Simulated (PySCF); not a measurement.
Start geometry of `[SiH3][C@H](Cl)Br` from a GFN2-xTB structure with every atom displaced at random (by about 0.01 Å) (Å):
```
atom  x, y, z in Å
Si1   -0.9823   -0.2513    0.0046
C2     0.8766    0.1195   -0.1739
Cl3    1.7723   -1.0165    0.8405
Br4    1.2658    1.9730    0.3676
H5    -1.3248   -0.0366    1.3982
H6    -1.1918   -1.5991   -0.4450
H7    -1.6602    0.7454   -0.8604
H8     1.2995    0.0464   -1.1841
```

Task: What comes out of this run: PySCF 2.14.0, PBE0-D3(BJ)/def2-SVP geometry optimisation, gas phase?

Result: 
```
atom  x, y, z in Å
Si1   -0.0214   -0.2504    0.2319
C2     1.8515    0.0550    0.0691
Cl3    2.7380   -1.0830    1.1067
Br4    2.2409    1.9085    0.5177
H5    -0.4016   -0.0403    1.6547
H6    -0.3024   -1.6543   -0.1885
H7    -0.7370    0.7030   -0.6644
H8     2.2225   -0.0833   -0.9547
```

The energy falls by 7.2 kJ/mol over 4 energy and gradient evaluations, the largest force component goes from 0.0236 to 3.0e-04 Eh/bohr, and the atoms move by 0.035 Å rms after alignment. The bond that changes most is Si1–H6 (SiH3 silicon to Si–H hydrogen), which lengthens by 0.056 Å. Bonds longer at the end by more than 0.005 Å: 4 of 7; shorter: 1. Among the angles that change most is Si1–C2–H8, from 116.7° to 113.1°. Rotational constants go from 3158, 1747, 1175 to 3089, 1771, 1175 MHz. The orientation of the end geometry is arbitrary; only internal coordinates are fixed.

The run used 102 basis functions and 26 SCF cycles in all. Time: 17 s; peak memory 0.42 GiB. Hardware: one thread, Arm Neoverse V1 (aarch64) (shared host).

No PBE0-D3(BJ)/def2-SVP frequencies stand behind this structure, so it isn't proved a minimum.
